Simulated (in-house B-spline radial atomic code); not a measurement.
**Binding energies in neutral technetium**

NIST's tabulated ground configuration is [Kr] 4d5 5s2; each binding energy is the energy of the ion with one electron taken from that subshell, relaxed, less that of the parent. Computed with an all-electron radial atomic-structure program (B-spline basis): Dirac-Kohn-Sham PBE0, spherical fractional occupations, Fermi nucleus of rms radius 4.41117 fm. Energies include first-order Breit, QED and recoil terms.

Caution: exact exchange at fractional occupations of open shells leaves self-interaction of up to several eV.

```
subshell  X-ray name  binding energy (eV)  -ε (eV)  relaxation (eV)
      1s           K              21127.2  20937.5           -241.3
      2s          L1               3038.6   3006.9            -37.2
   2p1/2          L2               2812.2   2770.4            -47.1
   2p3/2          L3               2698.5   2651.9            -50.2
      3s          M1                544.3    533.1            -12.1
   3p1/2          M2                453.3    441.8            -12.3
   3p3/2          M3                  435    421.8            -13.6
   3d3/2          M4                275.1    260.6            -14.6
   3d5/2          M5                271.9    256.8            -15.1
      4s          N1                83.55    78.34            -5.33
   4p1/2          N2                55.88    50.90            -5.06
   4p3/2          N3                53.44    47.90            -5.58
      4d        N4,5                11.64     6.80            -4.82
      5s          O1                 8.46     5.75            -2.72
```

Relaxation = -ε minus the binding energy without Breit, QED and recoil terms. With a density functional, K lines can miss by some tenths of a per cent, more in light atoms. For a density functional the relaxation so defined is negative, because -ε of a Kohn-Sham level is smaller than the binding energy.

Emission lines follow as differences of binding energies, with λ = 12398.42 eV·Å / E:

```json
{"line": "K-L3", "holes": "1s → 2p3/2", "energy (eV)": "18428.7", "wavelength (Å)": "0.67278"}
{"line": "K-L2", "holes": "1s → 2p1/2", "energy (eV)": "18315.0", "wavelength (Å)": "0.67695"}
{"line": "K-M3", "holes": "1s → 3p3/2", "energy (eV)": "20692.2", "wavelength (Å)": "0.59918"}
{"line": "L3-M5", "holes": "2p3/2 → 3d5/2", "energy (eV)": "2426.6", "wavelength (Å)": "5.1094"}
{"line": "L2-M4", "holes": "2p1/2 → 3d3/2", "energy (eV)": "2537.1", "wavelength (Å)": "4.8868"}
{"line": "L1-M3", "holes": "2s → 3p3/2", "energy (eV)": "2603.6", "wavelength (Å)": "4.762"}
{"line": "L3-M1", "holes": "2p3/2 → 3s", "energy (eV)": "2154.2", "wavelength (Å)": "5.7555"}
```

What screening constant σ does Moseley's law, E = (3/4)·13.6057 eV·(Z - σ)², need for K-L3?

σ = 0.50.

Moseley's non-relativistic formula needs a falling, then negative, screening constant for heavy elements, because relativity binds the 1s electron more strongly than the formula allows.

What does it cost to remove both a 3p3/2 and a 3d5/2 electron?

739.83 eV, which is 32.95 eV more than the two single binding energies together.

What does it cost to remove both a 3p1/2 and a 3d3/2 electron?

761.46 eV, which is 33.06 eV more than the two single binding energies together.

What does it cost to remove two 3d3/2 electrons?

581.44 eV, which is 31.32 eV more than the two single binding energies together.
